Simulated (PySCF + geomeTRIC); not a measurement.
Species: [Mo(NH2)4(CH3)2] (charge 0, multiplicity 1).

Question: Give a relaxed geometry from BP86-D3(BJ)/def2-SVP (PySCF + geomeTRIC).

Answer: Several could match; the one computed here: the end point of this relaxation, one of several conformers.
Cartesian coordinates (Å) in one orientation:
```xyz
21

Mo     0.059    -0.042    -0.128
N      0.158    -1.814     0.828
H      1.001    -2.166     1.301
H     -0.549    -2.559     0.801
N      1.418     0.334     1.237
H      1.549    -0.124     2.143
H      2.068     1.116     1.106
N      0.339     1.674    -1.150
H     -0.099     2.580    -0.947
H      1.053     1.800    -1.879
N      0.782    -0.717    -1.824
H      1.200    -1.652    -1.863
H      0.757    -0.271    -2.746
C     -1.357     1.366     0.799
H     -0.851     2.300     1.115
H     -1.701     0.829     1.710
H     -2.238     1.602     0.172
C     -1.903    -0.963    -0.513
H     -2.575    -0.979     0.366
H     -1.795    -1.983    -0.931
H     -2.351    -0.310    -1.294
```
